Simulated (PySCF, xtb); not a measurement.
CH8FNSi2, SMILES [SiH2](N)[SiH2]CF. The values are those of a single conformer.

Harmonic wavenumbers (cm⁻¹) from GFN2-xTB run with xtb at its own minimum, in rising order: 27, 66, 92, 162, 182, 286, 352, 427, 455, 566, 567, 609, 639, 699, 713, 749, 767, 813, 829, 894, 1011, 1205, 1273, 1455, 1526, 2182, 2200, 2207, 2211, 2947, 2963, 3465, 3495.

### Question
What does ωB97X-D3(BJ)/def2-SVP run with PySCF give at its own minimum? (The exact figures need the calculation; the answer reports its results.)

### Answer
30, 127, 139, 194, 289, 318, 415, 445, 509, 556, 649, 661, 699, 790, 801, 848, 876, 937, 959, 994, 1056, 1247, 1318, 1461, 1559, 2192, 2233, 2243, 2248, 3080, 3148, 3599, 3698. Paired by order, the mean absolute difference is 70 cm⁻¹ and the zero-point energies are 54.4 and 57.6 kcal/mol.
